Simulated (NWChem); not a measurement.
System: YClF2; SMILES [F][Y]([F])[Cl]

Here is an NWChem input.

```
start job
memory heap 200 mb stack 900 mb global 1100 mb
geometry units angstroms noautoz
  Y      0.327301    -0.174011     0.000000
  F      0.540242    -1.176947     1.696612
  F      0.540242    -1.176947    -1.696612
  Cl    -0.176249     2.240404     0.000000
end
basis spherical
  * library def2-svp
end
ecp
  Y library def2-ecp
end
dft
  xc m06-l
  grid fine
  iterations 150
  mulliken
end
task dft gradient
```

Output (shortened):

```
             Northwest Computational Chemistry Package (NWChem) 7.3.0
             --------------------------------------------------------

 C2V symmetry detected

                             Geometry "geometry" -> ""
                             -------------------------

 Output coordinates in angstroms (scale by  1.889725989 to convert to a.u.)

  No.       Tag          Charge          X              Y              Z
 ---- ---------------- ---------- -------------- -------------- --------------
    1 Y                   39.0000     0.00000000     0.00000000     0.31720303
    2 F                    9.0000     0.00000000     1.69661200     1.34249133
    3 F                    9.0000     0.00000000    -1.69661200     1.34249133
    4 Cl                  17.0000     0.00000000     0.00000000    -2.14916247

 Effective nuclear repulsion energy (a.u.)     383.9910102141

      Symmetry information
      --------------------

 Group name             C2v
 Group number             16
 Group order               4
 No. of unique centers     3

                                 NWChem DFT Module
                                 -----------------

 Summary of "ao basis" -> "ao basis" (spherical)
 ------------------------------------------------------------------------------
       Tag                 Description            Shells   Functions and Types
 ---------------- ------------------------------  ------  ---------------------
 Y                          def2-svp                11       31   5s3p2d1f
 F                          def2-svp                 6       14   3s2p1d
 Cl                         def2-svp                 8       18   4s3p1d

      Symmetry analysis of basis
      --------------------------

        a1         33
        a2          8
        b1         15
        b2         21

            General Information
            -------------------
          SCF calculation type: DFT
          Wavefunction type:  closed shell.
          No. of atoms     :     4
          No. of electrons :    46
           Alpha electrons :    23
            Beta electrons :    23
          Charge           :     0
          Spin multiplicity:     1
          Use of symmetry is: on ; symmetry adaption is: on
          Maximum number of iterations: 150
          AO basis - number of functions:    77
                     number of shells:    31
          Convergence on energy requested:  1.00D-06
          Convergence on density requested:  1.00D-05
          Convergence on gradient requested:  5.00D-04

              XC Information
              --------------
                        M06-L Method XC Functional
                         M06-L Exchange Functional  1.000
                       M06-L Correlation Potential  1.000

             Grid Information
             ----------------
          Grid used for XC integration:  fine
          Radial quadrature: Mura-Knowles
          Angular quadrature: Lebedev.
          Tag              B.-S. Rad. Rad. Pts. Rad. Cut. Ang. Pts.
          ---              ---------- --------- --------- ---------
          Y                   1.80      141          10.0       974
          F                   0.50       70          10.0       590
          Cl                  1.00      123          10.0       770
          Grid pruning is: on
          Number of quadrature shells:   334
          Spatial weights used:  Erf1

      Superposition of Atomic Density Guess
      -------------------------------------

 Sum of atomic energies:        -701.56601740

      Non-variational initial energy
      ------------------------------

 Total energy =    -695.511913
 1-e energy   =   -1268.392368
 2-e energy   =     425.558857
 HOMO         =      -0.461672
 LUMO         =      -0.102796

      Symmetry analysis of molecular orbitals - initial
      -------------------------------------------------

  Numbering of irreducible representations:

     1 a1          2 a2          3 b1          4 b2

  Orbital symmetries:

     1 a1          2 a1          3 b2          4 a1          5 a1
     6 b2          7 b1          8 a1          9 b2         10 a1
    11 a1         12 b1         13 b2         14 a1         15 a1
    16 a2         17 b2         18 b1         19 a1         20 b2
    21 a1         22 b1         23 b2         24 a1         25 b1
    26 a1         27 b2         28 b1         29 a2         30 a1
    31 a1         32 b2         33 a1

     ---------------------------------------------
      Total Density - Mulliken Population Analysis
     ---------------------------------------------

    Atom       Charge   Shell Charges
 -----------   ------   -------------------------------------------------------
    1 Y   11     8.87  -0.64  1.59  1.05  0.17  0.01  5.62  0.47  0.05  0.34  0.11  0.09
    2 F    9     9.75   1.99  1.16  0.80  3.62  2.17  0.00
    3 F    9     9.75   1.99  1.16  0.80  3.62  2.17  0.00
    4 Cl  17    17.63   2.00  1.99  1.23  0.72  5.94  2.24  3.49  0.00

   convergence    iter        energy       DeltaE   RMS-Dens  Diis-err
 ---------------- ----- ----------------- --------- --------- ---------
 d= 0,ls=0.0,diis     1   -697.9754027163 -8.45D+02  3.98D-02  1.47D+00
 d= 0,ls=0.0,diis     2   -695.3927364414  2.58D+00  2.88D-02  3.00D+01
 d= 0,ls=0.0,diis     3   -698.1493600648 -2.76D+00  4.86D-03  1.80D-01
 d= 0,ls=0.0,diis     4   -698.1650297134 -1.57D-02  2.26D-03  4.09D-02
 d= 0,ls=0.0,diis     5   -698.1538785700  1.12D-02  1.93D-03  1.91D-02
  Resetting Diis
 d= 0,ls=0.0,diis     6   -698.1610008067 -7.12D-03  1.36D-03  4.86D-03
 d= 0,ls=0.0,diis     7   -698.1631682208 -2.17D-03  8.25D-04  5.60D-04
 d= 0,ls=0.0,diis     8   -698.1634512659 -2.83D-04  2.15D-04  4.09D-04
 d= 0,ls=0.0,diis     9   -698.1634746570 -2.34D-05  1.10D-04  1.82D-04
 d= 0,ls=0.0,diis    10   -698.1634897137 -1.51D-05  3.25D-05  9.22D-06
 d= 0,ls=0.0,diis    11   -698.1634908172 -1.10D-06  8.53D-06  3.47D-07
 d= 0,ls=0.0,diis    12   -698.1634908665 -4.93D-08  2.53D-06  3.78D-08

         Total DFT energy =     -698.163490866525
      One electron energy =    -1273.281567576550
           Coulomb energy =      482.243568267518
    Exchange-Corr. energy =      -54.447089247909
 Nuclear repulsion energy =      147.321597690415

 Numeric. integr. density =       46.000000107256

                  Occupations of the irreducible representations
                  ----------------------------------------------

                     irrep           alpha         beta
                     --------     --------     --------
                     a1               11.0         11.0
                     a2                1.0          1.0
                     b1                4.0          4.0
                     b2                7.0          7.0

                       DFT Final Molecular Orbital Analysis
                       ------------------------------------

 Vector   21  Occ=2.000000D+00  E=-3.012595D-01  Symmetry=a1
              MO Center= -4.5D-16, -4.4D-15, -1.7D+00, r^2= 2.7D+00
   Bfn.  Coefficient  Atom+Function         Bfn.  Coefficient  Atom+Function
  ----- ------------  ---------------      ----- ------------  ---------------
    72      0.569015  4 Cl pz                69      0.424630  4 Cl pz
    66      0.250169  4 Cl pz                 8      0.234436  1 Y  pz
    17      0.155255  1 Y  d  0              36     -0.142023  2 F  py
    50      0.142023  3 F  py                 4      0.127975  1 Y  s
    39      0.099728  2 F  py                53     -0.099728  3 F  py

 Vector   22  Occ=2.000000D+00  E=-2.865452D-01  Symmetry=b1
              MO Center=  9.5D-17,  6.4D-18, -2.0D+00, r^2= 1.5D+00
   Bfn.  Coefficient  Atom+Function         Bfn.  Coefficient  Atom+Function
  ----- ------------  ---------------      ----- ------------  ---------------
    70      0.617216  4 Cl px                67      0.446370  4 Cl px
    64      0.262664  4 Cl px                18      0.129745  1 Y  d  1
     6     -0.077887  1 Y  px                12      0.064966  1 Y  px
    23      0.049164  1 Y  d  1              35     -0.041935  2 F  px
    49     -0.041935  3 F  px                 9      0.040037  1 Y  px

 Vector   23  Occ=2.000000D+00  E=-2.794753D-01  Symmetry=b2
              MO Center= -6.1D-16,  3.2D-15, -2.0D+00, r^2= 1.6D+00
   Bfn.  Coefficient  Atom+Function         Bfn.  Coefficient  Atom+Function
  ----- ------------  ---------------      ----- ------------  ---------------
    71      0.622868  4 Cl py                68      0.450918  4 Cl py
    65      0.264878  4 Cl py                 7     -0.108524  1 Y  py
    36      0.078657  2 F  py                50      0.078657  3 F  py
    21     -0.062935  1 Y  d -1              39     -0.055880  2 F  py
    53     -0.055880  3 F  py                16     -0.055116  1 Y  d -1

 Vector   24  Occ=0.000000D+00  E=-8.747609D-02  Symmetry=a1
              MO Center=  4.1D-15, -1.0D-14,  3.6D-01, r^2= 4.6D+00
   Bfn.  Coefficient  Atom+Function         Bfn.  Coefficient  Atom+Function
  ----- ------------  ---------------      ----- ------------  ---------------
     5      0.562661  1 Y  s                 19      0.501360  1 Y  d  2
     2     -0.350094  1 Y  s                 17     -0.351261  1 Y  d  0
    24      0.226478  1 Y  d  2               1      0.176304  1 Y  s
    22     -0.133200  1 Y  d  0               4      0.118688  1 Y  s
     3     -0.080032  1 Y  s                 62     -0.074349  4 Cl s

[...]

                         DFT ENERGY GRADIENTS

    atom               coordinates                        gradient
                 x          y          z           x          y          z
   1 Y       0.000000   0.000000   0.599427    0.000000   0.000000   0.002240
   2 F       0.000000   3.206132   2.536941    0.000000  -0.004232  -0.002735
   3 F       0.000000  -3.206132   2.536941    0.000000   0.004232  -0.002735
   4 Cl      0.000000   0.000000  -4.061328    0.000000   0.000000   0.003229
```

Level: M06-L/def2-SVP with def2 effective core potentials on Y. Geometry: optimised at PBE0/def2-SVP. def2 effective core potentials on Y; no spin-orbit coupling.
